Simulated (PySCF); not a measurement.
**Multinuclear NMR of C₆H₇O₄P**

Molfile (atoms numbered from 1):
```
C6H7O4P
     RDKit          3D

 18 18  0  0  0  0  0  0  0  0999 V2000
    3.2685   -0.8571   -2.2866 C   0  0  0  0  0  0  0  0  0  0  0  0
    2.4057   -0.0811   -1.4715 O   0  0  0  0  0  0  0  0  0  0  0  0
    1.1953   -0.6195   -1.2062 C   0  0  0  0  0  0  0  0  0  0  0  0
    0.8261   -1.6922   -1.6157 O   0  0  0  0  0  0  0  0  0  0  0  0
    0.4498    0.3080   -0.3767 C   0  0  0  0  0  0  0  0  0  0  0  0
   -0.8159   -0.0125    0.0048 O   0  0  0  0  0  0  0  0  0  0  0  0
   -1.3394    0.9604    0.7423 C   0  0  0  0  0  0  0  0  0  0  0  0
   -2.5810    0.8189    1.2043 O   0  0  0  0  0  0  0  0  0  0  0  0
   -3.2464   -0.3889    0.8687 C   0  0  0  0  0  0  0  0  0  0  0  0
   -0.5344    2.0459    0.9646 C   0  0  0  0  0  0  0  0  0  0  0  0
    1.0215    1.8359    0.1792 P   0  0  0  0  0  0  0  0  0  0  0  0
    3.6667   -1.7020   -1.7201 H   0  0  0  0  0  0  0  0  0  0  0  0
    2.7269   -1.2389   -3.1549 H   0  0  0  0  0  0  0  0  0  0  0  0
    4.0736   -0.1947   -2.5944 H   0  0  0  0  0  0  0  0  0  0  0  0
   -2.7076   -1.2542    1.2625 H   0  0  0  0  0  0  0  0  0  0  0  0
   -4.2296   -0.3201    1.3283 H   0  0  0  0  0  0  0  0  0  0  0  0
   -3.3430   -0.4935   -0.2147 H   0  0  0  0  0  0  0  0  0  0  0  0
   -0.8456    2.8918    1.5448 H   0  0  0  0  0  0  0  0  0  0  0  0
  1  2  1  0
  2  3  1  0
  3  4  2  0
  3  5  1  0
  5  6  1  0
  6  7  1  0
  7  8  1  0
  8  9  1  0
  7 10  2  0
 10 11  1  0
 11  5  2  0
  1 12  1  0
  1 13  1  0
  1 14  1  0
  9 15  1  0
  9 16  1  0
  9 17  1  0
 10 18  1  0
M  END
```

- GFN2-xTB geometry
- shielding tensors at PBE0/pcSseg-1 (GIAO)
- code: PySCF
- single conformer, no relativistic terms, no solvent, one averaged value for each set of equivalent atoms

(1) What are the 31P shifts?

(2) Where does 17O resonate?

## Answers

(1) 
```
atoms                                     environment  σ (ppm)  δ (ppm)
  P11  phosphorus bonded to 2 C, in a 5-membered ring    106.3    182.1
```

Shieldings were converted by a linear fit to measured shifts: 31P: δ = 270.09 − 0.828σ (rms 18.1 ppm, 64 shifts vs H3PO4, solution or neat liquid). Occasional misses reach two or three times the rms, and more in compound classes unlike the fitted ones.

On a 400 MHz spectrometer 31P resonates near 161.9 MHz, so 1 ppm is 161.9 Hz.

(2) 
```
atoms            environment  σ (ppm)  δ (ppm)
   O4  ester carbonyl oxygen    -59.5    320.9
   O6   aromatic ring oxygen     11.7    256.1
   O2    ester alkoxy oxygen    170.4    111.5
   O8           ether oxygen    222.6     64.0
```

Shieldings were converted by a linear fit to measured shifts: 17O: δ = 266.70 − 0.911σ (rms 10.7 ppm, 155 shifts, 12.2 ppm with the 3 outliers that the fit left out vs liquid water, solution or neat liquid). Occasional misses reach two or three times the rms, and more in compound classes unlike the fitted ones.

On a 600 MHz spectrometer 17O resonates near 81.3 MHz, so 1 ppm is 81.3 Hz.
